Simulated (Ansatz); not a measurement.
Stepwise reaction of `Cl[SiH](Cl)[GeH3]` with hydrogen fluoride, as a gas-phase model of exchange steps in deposition or etching. ΔE in kJ/mol; ΔG adds harmonic PBE0-D4 terms to CCSD(T)/CBS, at 1 bar.

Isolated molecules relaxed with PBE0-D4/def2-TZVP in Ansatz; ΔE leaves out vibrations. CCSD(T)/CBS adds triple-zeta CCSD(T) − MP2 to the extrapolated MP2 energy (def2 sets, frozen cores). This one scheme is used for every species. Functionals use def2-TZVPP. B3LYP here is the variant with VWN-RPA as its local correlation; programs differ in this. For Ge outer-core shells are correlated without core-valence functions, which leaves a few kJ/mol of doubt a bond. Scalar relativity is left out up to krypton.

```
step                                            reaction  PBE-D4  B3LYP-D4  ωB97M-V  CCSD(T)/CBS  ΔG(600 K)
   2  `F[SiH](Cl)[GeH3]` + H–F → `F[SiH](F)[GeH3]` + HCl   -34.5     -44.2    -42.7        -40.1      -45.2
```

(1) Give the row of step 1, `Cl[SiH](Cl)[GeH3]` + H–F → `F[SiH](Cl)[GeH3]` + HCl. (Estimate.)

(2) By hand: ΔE of the 2 steps together at CCSD(T)/CBS.

Answers

(1) Ansatz gave: 
```tsv
step	reaction	PBE-D4	B3LYP-D4	ωB97M-V	CCSD(T)/CBS	ΔG(600 K)
1	`Cl[SiH](Cl)[GeH3]` + H–F → `F[SiH](Cl)[GeH3]` + HCl	-30.4	-39.6	-38.5	-34.6	-39.9
```

(2) (-34.6) + (-40.1) = -74.7 kJ/mol, or -37.4 kJ/mol a step.

In ΔE each step is lower than the one before. All are downhill at CCSD(T)/CBS. ΔG lies between -45.2 and -39.9 kJ/mol a step. PBE-D4 differs from CCSD(T)/CBS by 4.2 to 5.6 kJ/mol a step. Isolated molecules leave out the surface, adducts and barriers. Largest T1 diagnostic: 0.012.
